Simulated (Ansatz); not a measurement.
**Question.** Name a neutral molecule of B, Cl, O, S, Si and H with HOMO energy (ωB97M-V/def2-TZVPP) between -10.45 and -10.15 eV and HOMO energy (PBE0/def2-TZVPP) between -8.25 and -7.95 eV (Ansatz, PBE0-D4/def2-TZVP geometry).

**Answer.** `BO[SiH](S)Cl` (-10.20 eV, -8.00 eV); `ClB1O[SiH2]S1` (-10.23 eV, -8.10 eV); `OB(S)[SiH2]Cl` (-10.15 eV, -7.97 eV). Other molecules can fit too; these were computed, each in one conformer that needn't be the lowest.
